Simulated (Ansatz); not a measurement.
**Nudged elastic band run: CH10AsNSi**

Input:

```yaml
crystal:
  periodic: [false, false, false]
  atoms:
    - { symbol: Si, position_ang: [-0.714289, -0.839064, 1.031899] }
    - { symbol: "N", position_ang: [0.558653, 0.297076, 1.311997] }
    - { symbol: H, position_ang: [-0.645571, -1.849619, 2.11672] }
    - { symbol: H, position_ang: [-0.59335, -1.58339, -0.254823] }
    - { symbol: C, position_ang: [-2.367477, 0.057188, 1.032007] }
    - { symbol: H, position_ang: [2.203699, 0.11893, -1.476038] }
    - { symbol: As, position_ang: [2.822213, 0.065015, -2.851512] }
    - { symbol: H, position_ang: [0.619891, 1.152806, 0.795135] }
    - { symbol: H, position_ang: [1.46291, -0.000476, 1.622341] }
    - { symbol: H, position_ang: [-2.410233, 0.800289, 0.230655] }
    - { symbol: H, position_ang: [-3.190856, -0.643805, 0.87562] }
    - { symbol: H, position_ang: [-2.530441, 0.573687, 1.980532] }
    - { symbol: H, position_ang: [1.525534, 0.340384, -3.57344] }
    - { symbol: H, position_ang: [3.259319, 1.510977, -2.84109] }
basis:
  gaussian: { orbitals: def2-SVP }
hamiltonian:
  xc: hf
neb:
  order_check: false
  images: 7
  f_tol: 0.03
  max_iterations: 60
  final_atoms:
    - { symbol: Si, position_ang: [-0.60339611, -1.2289063, -0.59629621] }
    - { symbol: "N", position_ang: [1.71350348, 1.4352234, 1.85939698] }
    - { symbol: H, position_ang: [0.35833956, -1.70818351, 0.42642662] }
    - { symbol: H, position_ang: [-1.32795261, -2.40529447, -1.13606799] }
    - { symbol: C, position_ang: [-1.81084408, 0.00458005, 0.1678724] }
    - { symbol: H, position_ang: [1.46108062, 2.11995521, 1.16773762] }
    - { symbol: As, position_ang: [0.52181747, -0.20361646, -2.43920157] }
    - { symbol: H, position_ang: [0.8821091, 1.19560481, 2.37133515] }
    - { symbol: H, position_ang: [2.02249326, 0.61040435, 1.37514315] }
    - { symbol: H, position_ang: [-2.51868824, 0.3726257, -0.57785575] }
    - { symbol: H, position_ang: [-2.38014495, -0.46205125, 0.97501846] }
    - { symbol: H, position_ang: [-1.27632056, 0.86149329, 0.58304853] }
    - { symbol: H, position_ang: [1.3902656, 0.68946534, -1.58377909] }
    - { symbol: H, position_ang: [1.56773948, -1.28130215, -2.5927753] }
  initial_path:
    images:
      - { positions_ang: [[-0.714289, -0.839064, 1.031899], [0.558653, 0.297076, 1.311997], [-0.645571, -1.849619, 2.11672], [-0.59335, -1.58339, -0.254823], [-2.367477, 0.057188, 1.032007], [2.203699, 0.11893, -1.476038], [2.822213, 0.065015, -2.851512], [0.619891, 1.152806, 0.795135], [1.46291, -0.000476, 1.622341], [-2.410233, 0.800289, 0.230655], [-3.190856, -0.643805, 0.87562], [-2.530441, 0.573687, 1.980532], [1.525534, 0.340384, -3.57344], [3.259319, 1.510977, -2.84109]] }
      - { positions_ang: [[-0.59409652, -0.88216575, 0.82391233], [0.67333558, 0.35812615, 1.22074346], [-0.42548471, -1.82177467, 1.93606038], [-0.65175657, -1.73443746, -0.32485077], [-2.21657964, 0.07171791, 0.85368048], [2.00116139, 0.24072749, -1.18996258], [2.38477812, -0.03379936, -2.65062148], [0.62344821, 1.21869659, 0.91685854], [1.54830071, 0.07045022, 1.59922196], [-2.36751991, 0.64969276, 0.00929549], [-3.01557913, -0.56371679, 0.90521341], [-2.28588036, 0.71028452, 1.65252048], [1.27580085, 0.52393851, -3.22043059], [3.05007397, 1.19225788, -2.53163811]] }
      - { positions_ang: [[-0.47390405, -0.9252675, 0.61592567], [0.78801816, 0.41917631, 1.12948992], [-0.20539842, -1.79393034, 1.75540076], [-0.71016314, -1.88548491, -0.39487853], [-2.06568227, 0.08624783, 0.67535396], [1.79862379, 0.36252498, -0.90388717], [1.94734325, -0.13261372, -2.44973096], [0.62700542, 1.28458718, 1.03858209], [1.63369142, 0.14137644, 1.57610291], [-2.32480683, 0.49909652, -0.21206401], [-2.84030225, -0.48362859, 0.93480681], [-2.04131973, 0.84688204, 1.32450896], [1.02606769, 0.70749301, -2.86742119], [2.84082895, 0.87353876, -2.22218622]] }
      - { positions_ang: [[-0.35371157, -0.96836924, 0.407939], [0.90270074, 0.48022646, 1.03823638], [0.01468787, -1.76608601, 1.57474114], [-0.76856971, -2.03653237, -0.4649063], [-1.91478491, 0.10077774, 0.49702744], [1.59608618, 0.48432246, -0.61781175], [1.50990837, -0.23142808, -2.24884044], [0.63056263, 1.35047778, 1.16030563], [1.71908213, 0.21230266, 1.55298387], [-2.28209374, 0.34850027, -0.43342352], [-2.66502538, -0.40354038, 0.96440022], [-1.79675909, 0.98347955, 0.99649743], [0.77633454, 0.89104752, -2.51441178], [2.63158392, 0.55481964, -1.91273433]] }
      - { positions_ang: [[-0.2335191, -1.01147099, 0.19995233], [1.01738333, 0.54127661, 0.94698285], [0.23477417, -1.73824168, 1.39408152], [-0.82697628, -2.18757983, -0.53493407], [-1.76388754, 0.11530765, 0.31870092], [1.39354858, 0.60611995, -0.33173633], [1.0724735, -0.33024243, -2.04794991], [0.63411984, 1.41636837, 1.28202917], [1.80447284, 0.28322888, 1.52986483], [-2.23938065, 0.19790403, -0.65478303], [-2.4897485, -0.32345217, 0.99399363], [-1.55219846, 1.12007707, 0.66848591], [0.52660139, 1.07460203, -2.16140238], [2.4223389, 0.23610052, -1.60328244]] }
      - { positions_ang: [[-0.32598835, -1.06582982, 0.0008902], [1.19141337, 0.76476331, 1.17508638], [0.26566551, -1.73072714, 1.1521678], [-0.95222036, -2.24200849, -0.68521755], [-1.77562668, 0.08762575, 0.28099379], [1.41043159, 0.98457877, 0.04313216], [0.93480949, -0.29858594, -2.14576283], [0.69611715, 1.36117748, 1.55435567], [1.85897795, 0.36502275, 1.49118441], [-2.30920755, 0.24158445, -0.63555121], [-2.46234761, -0.35810194, 0.98924984], [-1.48322898, 1.05543112, 0.64712657], [0.74251744, 0.97831786, -2.01699656], [2.20868904, -0.14325015, -1.85065565]] }
      - { positions_ang: [[-0.4184576, -1.12018865, -0.19817194], [1.36544341, 0.98825001, 1.40318991], [0.29655686, -1.72321259, 0.91025407], [-1.07746444, -2.29643715, -0.83550103], [-1.78736581, 0.05994385, 0.24328666], [1.4273146, 1.36303758, 0.41800064], [0.79714548, -0.26692945, -2.24357574], [0.75811447, 1.30598659, 1.82668216], [1.91348305, 0.44681661, 1.45250399], [-2.37903445, 0.28526487, -0.61631939], [-2.43494673, -0.39275171, 0.98450604], [-1.41425951, 0.99078518, 0.62576722], [0.95843349, 0.88203368, -1.87259073], [1.99503919, -0.52260082, -2.09802887]] }
      - { positions_ang: [[-0.51092686, -1.17454747, -0.39723407], [1.53947345, 1.2117367, 1.63129345], [0.32744821, -1.71569805, 0.66834035], [-1.20270853, -2.35086581, -0.98578451], [-1.79910494, 0.03226195, 0.20557953], [1.44419761, 1.74149639, 0.79286913], [0.65948147, -0.23527295, -2.34138865], [0.82011178, 1.2507957, 2.09900866], [1.96798815, 0.52861048, 1.41382357], [-2.44886135, 0.32894528, -0.59708757], [-2.40754584, -0.42740148, 0.97976225], [-1.34529004, 0.92613923, 0.60440788], [1.17434954, 0.78574951, -1.72818491], [1.78138933, -0.90195148, -2.34540209]] }
      - { positions_ang: [[-0.60339611, -1.2289063, -0.59629621], [1.71350348, 1.4352234, 1.85939698], [0.35833956, -1.70818351, 0.42642662], [-1.32795261, -2.40529447, -1.13606799], [-1.81084408, 0.00458005, 0.1678724], [1.46108062, 2.11995521, 1.16773762], [0.52181747, -0.20361646, -2.43920157], [0.8821091, 1.19560481, 2.37133515], [2.02249326, 0.61040435, 1.37514315], [-2.51868824, 0.3726257, -0.57785575], [-2.38014495, -0.46205125, 0.97501846], [-1.27632056, 0.86149329, 0.58304853], [1.3902656, 0.68946534, -1.58377909], [1.56773948, -1.28130215, -2.5927753]] }
```

Command:

```bash
$ ansatz run input.yaml --threads 2 --pin off --max-ram 3072MiB --backend cpu --events-out ev --progress --plain --runs-dir out
```

Output, in part (warnings, iteration lines, the closing report on the highest movable image, with atoms numbered from 0):

```
NEB end point (image 0): max|allowed force component| = 1.945e-2 eV/Å (the criterion of neb.relax_end_points is 1.000e-2)
NEB end point (image 8): max|allowed force component| = 2.988e-2 eV/Å (the criterion of neb.relax_end_points is 1.000e-2)
NEB iter   1: max|band force component| = 1.789e1 eV/Å  barrier→ = 7.4248 eV  barrier← = 7.1284 eV  Δτ_max = 0.2000 Å  (296 SCF iters)
NEB iter   2: max|band force component| = 4.010e0 eV/Å  barrier→ = 2.5164 eV  barrier← = 2.2200 eV  Δτ_max = 0.2000 Å  (220 SCF iters)
NEB iter   3: max|band force component| = 1.209e1 eV/Å  barrier→ = 3.1646 eV  barrier← = 2.8682 eV  Δτ_max = 0.1016 Å  (217 SCF iters)
NEB iter   4: max|band force component| = 5.627e-1 eV/Å  barrier→ = 2.0353 eV  barrier← = 1.7389 eV  Δτ_max = 0.1999 Å  (220 SCF iters)
NEB iter   5: max|band force component| = 8.212e-1 eV/Å  barrier→ = 2.1128 eV  barrier← = 1.8164 eV  Δτ_max = 0.1003 Å  (219 SCF iters)
NEB iter   6: max|band force component| = 9.311e-1 eV/Å  barrier→ = 2.0364 eV  barrier← = 1.7400 eV  Δτ_max = 0.0501 Å  (222 SCF iters)
NEB iter   7: max|band force component| = 6.986e-1 eV/Å  barrier→ = 1.9689 eV  barrier← = 1.6725 eV  CI = image 4  Δτ_max = 0.1005 Å  (216 SCF iters)
NEB iter   8: max|band force component| = 7.458e-1 eV/Å  barrier→ = 2.0272 eV  barrier← = 1.7308 eV  CI = image 4  Δτ_max = 0.1955 Å  (209 SCF iters)
NEB iter   9: max|band force component| = 9.796e-1 eV/Å  barrier→ = 2.2491 eV  barrier← = 1.9526 eV  CI = image 4  Δτ_max = 0.2000 Å  (212 SCF iters)
NEB iter  10: max|band force component| = 9.801e-1 eV/Å  barrier→ = 2.1783 eV  barrier← = 1.8819 eV  CI = image 4  Δτ_max = 0.2000 Å  (208 SCF iters)
NEB iter  11: max|band force component| = 1.089e0 eV/Å  barrier→ = 2.1217 eV  barrier← = 1.8253 eV  CI = image 4  Δτ_max = 0.2000 Å  (213 SCF iters)
NEB iter  12: max|band force component| = 1.086e0 eV/Å  barrier→ = 2.0900 eV  barrier← = 1.7935 eV  CI = image 4  Δτ_max = 0.1520 Å  (212 SCF iters)
NEB iter  13: max|band force component| = 4.143e-1 eV/Å  barrier→ = 2.0596 eV  barrier← = 1.7632 eV  CI = image 4  Δτ_max = 0.1979 Å  (215 SCF iters)
NEB iter  14: max|band force component| = 5.973e-1 eV/Å  barrier→ = 2.0608 eV  barrier← = 1.7644 eV  CI = image 4  Δτ_max = 0.0990 Å  (210 SCF iters)
NEB iter  15: max|band force component| = 3.696e-1 eV/Å  barrier→ = 2.0287 eV  barrier← = 1.7323 eV  CI = image 4  Δτ_max = 0.1001 Å  (203 SCF iters)
NEB iter  16: max|band force component| = 3.835e-1 eV/Å  barrier→ = 2.0053 eV  barrier← = 1.7089 eV  CI = image 4  Δτ_max = 0.0999 Å  (214 SCF iters)
NEB iter  17: max|band force component| = 4.585e-1 eV/Å  barrier→ = 1.9977 eV  barrier← = 1.7012 eV  CI = image 4  Δτ_max = 0.0502 Å  (212 SCF iters)
NEB iter  18: max|band force component| = 4.879e-1 eV/Å  barrier→ = 2.0020 eV  barrier← = 1.7056 eV  CI = image 4  Δτ_max = 0.1014 Å  (206 SCF iters)
NEB iter  19: max|band force component| = 4.247e-1 eV/Å  barrier→ = 2.0096 eV  barrier← = 1.7131 eV  CI = image 4  Δτ_max = 0.1549 Å  (211 SCF iters)
NEB iter  20: max|band force component| = 5.760e-1 eV/Å  barrier→ = 2.0024 eV  barrier← = 1.7060 eV  CI = image 4  Δτ_max = 0.0710 Å  (207 SCF iters)
NEB iter  21: max|band force component| = 4.084e-1 eV/Å  barrier→ = 1.9980 eV  barrier← = 1.7016 eV  CI = image 4  Δτ_max = 0.0771 Å  (192 SCF iters)
NEB iter  22: max|band force component| = 1.961e-1 eV/Å  barrier→ = 1.9902 eV  barrier← = 1.6938 eV  CI = image 4  Δτ_max = 0.0776 Å  (198 SCF iters)
NEB iter  23: max|band force component| = 1.725e-1 eV/Å  barrier→ = 1.9816 eV  barrier← = 1.6852 eV  CI = image 4  Δτ_max = 0.0773 Å  (211 SCF iters)
NEB iter  24: max|band force component| = 1.568e-1 eV/Å  barrier→ = 1.9749 eV  barrier← = 1.6785 eV  CI = image 4  Δτ_max = 0.0776 Å  (198 SCF iters)
NEB iter  25: max|band force component| = 9.567e-2 eV/Å  barrier→ = 1.9712 eV  barrier← = 1.6747 eV  CI = image 4  Δτ_max = 0.0772 Å  (199 SCF iters)
NEB iter  26: max|band force component| = 1.652e-1 eV/Å  barrier→ = 1.9671 eV  barrier← = 1.6707 eV  CI = image 4  Δτ_max = 0.0388 Å  (205 SCF iters)
NEB iter  27: max|band force component| = 9.270e-2 eV/Å  barrier→ = 1.9644 eV  barrier← = 1.6680 eV  CI = image 4  Δτ_max = 0.0387 Å  (212 SCF iters)
NEB iter  28: max|band force component| = 6.852e-2 eV/Å  barrier→ = 1.9623 eV  barrier← = 1.6658 eV  CI = image 4  Δτ_max = 0.0387 Å  (211 SCF iters)
NEB iter  29: max|band force component| = 8.170e-2 eV/Å  barrier→ = 1.9603 eV  barrier← = 1.6639 eV  CI = image 4  Δτ_max = 0.0387 Å  (209 SCF iters)
NEB iter  30: max|band force component| = 2.047e-1 eV/Å  barrier→ = 1.9592 eV  barrier← = 1.6628 eV  CI = image 4  Δτ_max = 0.0193 Å  (212 SCF iters)
NEB iter  31: max|band force component| = 2.108e-1 eV/Å  barrier→ = 1.9579 eV  barrier← = 1.6615 eV  CI = image 4  Δτ_max = 0.0387 Å  (200 SCF iters)
NEB iter  32: max|band force component| = 1.746e-1 eV/Å  barrier→ = 1.9554 eV  barrier← = 1.6590 eV  CI = image 4  Δτ_max = 0.0761 Å  (209 SCF iters)
NEB iter  33: max|band force component| = 2.766e-1 eV/Å  barrier→ = 1.9573 eV  barrier← = 1.6609 eV  CI = image 4  Δτ_max = 0.0284 Å  (203 SCF iters)
NEB iter  34: max|band force component| = 2.047e-1 eV/Å  barrier→ = 1.9557 eV  barrier← = 1.6593 eV  CI = image 4  Δτ_max = 0.0381 Å  (185 SCF iters)
NEB iter  35: max|band force component| = 1.398e-1 eV/Å  barrier→ = 1.9524 eV  barrier← = 1.6560 eV  CI = image 4  Δτ_max = 0.0382 Å  (187 SCF iters)
NEB iter  36: max|band force component| = 6.627e-2 eV/Å  barrier→ = 1.9539 eV  barrier← = 1.6575 eV  CI = image 4  Δτ_max = 0.0311 Å  (193 SCF iters)
NEB iter  37: max|band force component| = 5.342e-2 eV/Å  barrier→ = 1.9532 eV  barrier← = 1.6568 eV  CI = image 4  Δτ_max = 0.0369 Å  (191 SCF iters)
NEB iter  38: max|band force component| = 4.967e-2 eV/Å  barrier→ = 1.9520 eV  barrier← = 1.6556 eV  CI = image 4  Δτ_max = 0.0185 Å  (196 SCF iters)
NEB iter  39: max|band force component| = 5.751e-2 eV/Å  barrier→ = 1.9512 eV  barrier← = 1.6548 eV  CI = image 4  Δτ_max = 0.0092 Å  (187 SCF iters)
NEB iter  40: max|band force component| = 4.547e-2 eV/Å  barrier→ = 1.9509 eV  barrier← = 1.6545 eV  CI = image 4  Δτ_max = 0.0092 Å  (168 SCF iters)
NEB iter  41: max|band force component| = 4.476e-2 eV/Å  barrier→ = 1.9506 eV  barrier← = 1.6542 eV  CI = image 4  Δτ_max = 0.0092 Å  (168 SCF iters)
NEB iter  42: max|band force component| = 4.112e-2 eV/Å  barrier→ = 1.9504 eV  barrier← = 1.6539 eV  CI = image 4  Δτ_max = 0.0185 Å  (170 SCF iters)
NEB iter  43: max|band force component| = 4.122e-2 eV/Å  barrier→ = 1.9499 eV  barrier← = 1.6535 eV  CI = image 4  Δτ_max = 0.0369 Å  (171 SCF iters)
NEB iter  44: max|band force component| = 3.521e-2 eV/Å  barrier→ = 1.9491 eV  barrier← = 1.6527 eV  CI = image 4  Δτ_max = 0.0369 Å  (203 SCF iters)
NEB iter  45: max|band force component| = 3.875e-2 eV/Å  barrier→ = 1.9484 eV  barrier← = 1.6520 eV  CI = image 4  Δτ_max = 0.0185 Å  (203 SCF iters)
NEB iter  46: max|band force component| = 4.724e-2 eV/Å  barrier→ = 1.9481 eV  barrier← = 1.6517 eV  CI = image 4  Δτ_max = 0.0092 Å  (192 SCF iters)
NEB iter  47: max|band force component| = 2.872e-2 eV/Å  barrier→ = 1.9479 eV  barrier← = 1.6514 eV  CI = image 4  Δτ_max = 0.0000 Å  (402 SCF iters)
Total energy: -71314.93733416 eV, -2620.7756080296 hartree
Atom 0 at    -0.282248    -0.860808     0.590291 Å, force     0.001341    -0.011258    -0.001196 eV/Å
Atom 1 at     1.180969     0.315925     0.941776 Å, force    -0.007030     0.026054    -0.015973 eV/Å
Atom 2 at    -0.409104    -1.233791     2.039078 Å, force     0.000239    -0.001279    -0.001974 eV/Å
Atom 3 at     0.187376    -2.083224    -0.064537 Å, force     0.000403     0.001428    -0.000549 eV/Å
Atom 4 at    -1.903136    -0.026094     0.167392 Å, force     0.010847     0.002199     0.020168 eV/Å
Atom 5 at     1.470965     0.625916     0.006193 Å, force    -0.001839    -0.015092     0.015099 eV/Å
Atom 6 at     0.647406     0.184632    -2.307281 Å, force     0.002121     0.002018     0.006363 eV/Å
Atom 7 at     0.915429     1.117536     1.498323 Å, force     0.001578    -0.004256     0.005396 eV/Å
Atom 8 at     1.946497    -0.150335     1.410811 Å, force     0.001598    -0.001002    -0.007669 eV/Å
Atom 9 at    -2.142699    -0.129318    -0.888209 Å, force    -0.001792    -0.000559    -0.003780 eV/Å
Atom 10 at    -2.699321    -0.462846     0.775600 Å, force    -0.003005     0.003663    -0.003820 eV/Å
Atom 11 at    -1.854952     1.041048     0.397572 Å, force    -0.003293    -0.001851    -0.010667 eV/Å
Atom 12 at     0.788156     1.700922    -2.226627 Å, force     0.001918     0.000642    -0.001271 eV/Å
Atom 13 at     2.154664    -0.039566    -2.340379 Å, force    -0.003085    -0.000706    -0.000127 eV/Å
Dipole moment:     0.157077     0.137280     1.758217 e Å
```

The run converged. Neighbouring images differ by up to 1.8 eV, so the band resolves the path poorly. A vibrational analysis at the climbing image gives one clearly imaginary mode, 164i cm⁻¹: a first-order saddle point. The orbitals stay closed-shell, which can raise the energy where a bond breaks towards radicals; this wasn't checked here.

Final band (atoms are numbered from 1 in the order of the input):

```csv
image,path coordinate (Å),energy (eV),Si1–N2 (Å),H6–As7 (Å),Si1–As7 (Å)
0,0.00,0.00,1.73,1.51,5.33
1,1.81,0.01,1.73,1.51,5.08
2,3.61,0.03,1.73,1.51,4.75
3,5.42,0.15,1.73,1.51,4.04
4,7.23,1.95,1.91,2.50,3.22
5,8.78,1.35,2.50,2.89,2.51
6,10.33,0.36,3.31,3.50,2.40
7,11.87,0.31,4.28,4.08,2.39
8,13.42,0.30,4.30,4.39,2.39
```

Time of the run: 13 min on 2 threads of Arm Neoverse V1 (shared host), peak memory 0.35 GiB.
